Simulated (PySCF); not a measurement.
**From a log to its input**

A PySCF 2.14 run on the atoms Sn 0 0 0; F 0 0 1.965 (angstrom) printed this (some set-up lines and the per-cycle HOMO/LUMO lines with their warnings removed):

```
PySCF version 2.14.0


nuclear repulsion = 53.3216731614046
number of shells = 21
number of NR pGTOs = 100
number of NR cGTOs = 55
basis = def2-svpd
ecp = {'Sn': 'def2-svpd'}

******** <class 'pyscf.scf.uhf.UHF'> ********
method = UHF
initial guess = minao
damping factor = 0
level_shift factor = 0
DIIS = <class 'pyscf.scf.diis.CDIIS'>
SCF conv_tol = 1e-09
SCF max_cycles = 50
number electrons alpha = 16  beta = 15
init E= -289.107315383078

cycle= 1 E= -312.375816754728  delta_E= -23.3  |g|= 0.958  |ddm|= 4.68
cycle= 2 E= -312.717271378289  delta_E= -0.341  |g|= 0.303  |ddm|= 2.85
cycle= 3 E= -312.737198239262  delta_E= -0.0199  |g|= 0.0512  |ddm|= 0.265
cycle= 4 E= -312.738263205689  delta_E= -0.00106  |g|= 0.027  |ddm|= 0.0724
cycle= 5 E= -312.738582615604  delta_E= -0.000319  |g|= 0.00477  |ddm|= 0.0268
cycle= 6 E= -312.73862828051  delta_E= -4.57e-05  |g|= 0.00118  |ddm|= 0.0221
cycle= 7 E= -312.738632086495  delta_E= -3.81e-06  |g|= 0.000531  |ddm|= 0.00518
cycle= 8 E= -312.738633077198  delta_E= -9.91e-07  |g|= 0.000229  |ddm|= 0.00265
cycle= 9 E= -312.738633279166  delta_E= -2.02e-07  |g|= 7.56e-05  |ddm|= 0.00143
cycle= 10 E= -312.738633295719  delta_E= -1.66e-08  |g|= 2.63e-05  |ddm|= 0.00045
cycle= 11 E= -312.738633296939  delta_E= -1.22e-09  |g|= 1.07e-05  |ddm|= 8.1e-05
cycle= 12 E= -312.738633297162  delta_E= -2.23e-10  |g|= 3.99e-06  |ddm|= 2.85e-05
Extra cycle  E= -312.738633297185  delta_E= -2.3e-11  |g|= 2.47e-06  |ddm|= 8.35e-06
converged SCF energy = -312.738633297185  <S^2> = 0.76517988  2S+1 = 2.0151227

******** <class 'pyscf.mp.ump2.UMP2'> ********
nocc = (np.int64(11), np.int64(10)), nmo = (50, 50)
frozen orbitals 5
E(UMP2) = -313.016660418323  E_corr = -0.278027121138644
E(SCS-UMP2) = -313.006167628514  E_corr = -0.267534331329159
E_corr(same-spin) = -0.076267170042938
E_corr(oppo-spin) = -0.201759951095705
Dipole moment(X, Y, Z, Debye): -0.00000, -0.00000, -3.11386
orbital energies (hartree): [array([-0.5794, -0.477 , -0.2688, -0.0109,  0.067 ,  0.0697]), array([-0.5785, -0.575 , -0.4287,  0.002 ,  0.0434,  0.0745])]
```

Q: Write the input that gave this log.

A: The input was:

```python
from pyscf import gto, scf, mp

mol = gto.M(
    atom='Sn 0 0 0; F 0 0 1.965',
    basis='def2-svpd',
    ecp={'Sn': 'def2-svpd'},
    charge=0,
    spin=1,
    verbose=4,
)
mf = scf.UHF(mol)
mf.kernel()
mp.MP2(mf, frozen=5).kernel()
mf.dip_moment()
print('orbital energies (hartree):', [e[max(0, n-3):n+3].round(4) for e, n in zip(mf.mo_energy, mol.nelec)])
```

The bond length is a typed value, not an optimised one. No search for the lowest solution was made.
